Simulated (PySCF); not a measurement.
Te(SH)(SMe), CH₄S₂Te, SMILES CS[Te]S (CAM-B3LYP/def2-SVP optimised geometry):

```
8

Te    -0.955    -1.172     0.000
S      1.466    -1.172     0.000
H      1.634    -1.040    -1.333
S     -1.466     1.172     0.000
C     -1.226     1.653     1.738
H     -1.881     1.083     2.410
H     -1.486     2.720     1.799
H     -0.177     1.525     2.036
```

Calculation: CAM-B3LYP/def2-TZVP, def2 effective core potentials past Kr run with PySCF.

What are the frontier orbital energies and the dipole moment?

HOMO-2 -8.72 eV, HOMO-1 -8.37 eV, HOMO -7.83 eV, LUMO -0.75 eV, LUMO+1 -0.47 eV; dipole moment 0.78 D.

On the same geometry PBE/def2-TZVP, def2 effective core potentials past Kr in PySCF 2.14.0 gives HOMO-2 -6.32 eV, HOMO-1 -5.95 eV, HOMO -5.52 eV, LUMO -2.54 eV, LUMO+1 -2.27 eV; dipole moment 0.81 D.
